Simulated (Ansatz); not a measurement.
Reaction (cleavage of the Si–Al bond): `[CH3][AlH][SiH3]` + HBr → `[SiH3]Br` + `[CH3][AlH2]`

Program: Ansatz. Geometries: PBE0-D4/def2-TZVP. ΔE: electronic, gas phase. CCSD(T)/CBS is the MP2 limit (def2-TZVPP, def2-QZVPP) plus CCSD(T) − MP2 in def2-TZVPP, frozen cores. This one scheme is used for every species. Functionals use def2-TZVPP. For Br outer-core shells are correlated without core-valence functions, which leaves a few kJ/mol of doubt a bond. Scalar relativity is left out up to krypton.

```json
{"level": "PBE", "ΔE (kJ/mol)": "-68.0"}
{"level": "CCSD(T)/def2-SVP", "ΔE (kJ/mol)": "-73.6"}
{"level": "HF/def2-TZVPP", "ΔE (kJ/mol)": "-102.6"}
{"level": "HF/def2-QZVPP", "ΔE (kJ/mol)": "-103.3"}
```

Problem. What does CCSD(T)/CBS give? (Best estimate.)

Solution. Computed: -85.0 kJ/mol. The listed levels differ from it by 17.0, 11.4, -17.6, -18.3 kJ/mol.

Largest T1 diagnostic among the species: 0.011.

From BLYP to BHLYP (50 % exact exchange), in def2-TZVPP and without D4, ΔE moves by −13.3 kJ/mol. At CCSD(T), def2-SVP lies +11.4 kJ/mol from the extrapolated value and def2-TZVPP +6.0 kJ/mol.
